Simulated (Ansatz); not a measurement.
Geometry optimisation, RKS PBE-D4/def2-SVP (Ansatz).

input.yaml

```yaml
crystal:
  periodic: [false, false, false]
  atoms:
    - { symbol: Zn, position_ang: [0.0, 0.0, 0.0] }
    - { symbol: Cl, position_ang: [0.0, 0.0, 2.59] }
    - { symbol: Cl, position_ang: [0.0, 0.0, -2.24] }
    - { symbol: H, position_ang: [-1.7746, 0.0, 0.5897] }
    - { symbol: H, position_ang: [-1.5103, 0.0, 1.5637] }
basis:
  gaussian: { orbitals: def2-SVP }
hamiltonian:
  xc: pbe
  dispersion: d4
relax:
  f_tol: 0.15
  max_steps: 25
  restrain:
    - { distance: [0, 3], at: 1.57, k: 30.0 }
    - { distance: [4, 1], at: 1.37, k: 30.0 }
    - { distance: [0, 1], at: 3.44, k: 30.0 }
    - { distance: [4, 3], at: 1.86, k: 30.0 }
output:
  orbitals: {}
```

Run as:

```bash
$ ansatz run input.yaml --threads 1 --pin off --max-ram 2048MiB --backend cpu --events-out ev --progress --plain --runs-dir out
```

**Question.** Where does it end, and by what steps?

**Answer.** It converged. The restraints hold the end off the free minimum. After 8 steps the energy has fallen by 0.703 eV (the restraints' own energy left out); Zn1 moved furthest, 1.05 Å. Parted: Zn1–Cl2. Joined: Cl2–H5.

```csv
step,energy less start (eV),largest force component (eV/Å),accepted
0,0.0000,2.048,yes
1,0.5322,1.470,yes
2,0.4451,2.154,yes
3,-0.0882,1.276,yes
4,-0.4038,1.137,yes
5,-0.5774,1.066,yes
6,-0.6631,0.967,yes
7,-0.6956,0.836,yes
8,-0.7026,0.729,yes
```

```xyz
5
Properties=species:S:1:pos:R:3
Zn -0.881 0.000 -0.575
Cl 0.089 0.000 2.724
Cl 0.612 0.000 -2.070
H -2.069 0.000 0.437
H -1.036 0.000 1.989
```

Time of the run: 23 s on 1 thread of Arm Neoverse V1, on a shared host, peak memory 0.13 GiB.
